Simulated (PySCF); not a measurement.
WOCl3, SMILES [O]=[W]([Cl])([Cl])[Cl] (connectivity only; charge and spin as stated), neutral, multiplicity 2.

Geometry optimised at PBE-D3(BJ)/def2-SVP. The spin state was assumed, not searched. The def2 effective core potentials stand for the cores of W; spin–orbit coupling is left out.

Level of theory: PBE-D3(BJ)/def2-SVP (PySCF 2.14.0).

Frequencies are harmonic and unscaled.

```json
[
 {"mode": "1", "ν (cm⁻¹)": "65", "IR (km/mol)": "6.8", "moving atoms (share of kinetic energy)": "Cl 56 %, O 25 %, W 18 %"},
 {"mode": "2", "ν (cm⁻¹)": "86", "IR (km/mol)": "0.7", "moving atoms (share of kinetic energy)": "Cl 87 %, W 9 %"},
 {"mode": "3", "ν (cm⁻¹)": "112", "IR (km/mol)": "4.5", "moving atoms (share of kinetic energy)": "O 51 %, Cl 49 %"},
 {"mode": "4", "ν (cm⁻¹)": "122", "IR (km/mol)": "1.0", "moving atoms (share of kinetic energy)": "Cl 76 %, W 22 %"},
 {"mode": "5", "ν (cm⁻¹)": "214", "IR (km/mol)": "0.6", "moving atoms (share of kinetic energy)": "O 73 %, Cl 22 %"},
 {"mode": "6", "ν (cm⁻¹)": "387", "IR (km/mol)": "11.7", "moving atoms (share of kinetic energy)": "Cl 93 %"},
 {"mode": "7", "ν (cm⁻¹)": "387", "IR (km/mol)": "42.5", "moving atoms (share of kinetic energy)": "Cl 81 %, W 19 %"},
 {"mode": "8", "ν (cm⁻¹)": "405", "IR (km/mol)": "63.5", "moving atoms (share of kinetic energy)": "Cl 71 %, W 27 %"},
 {"mode": "9", "ν (cm⁻¹)": "1004", "IR (km/mol)": "104.4", "moving atoms (share of kinetic energy)": "O 92 %, W 8 %"}
]
```
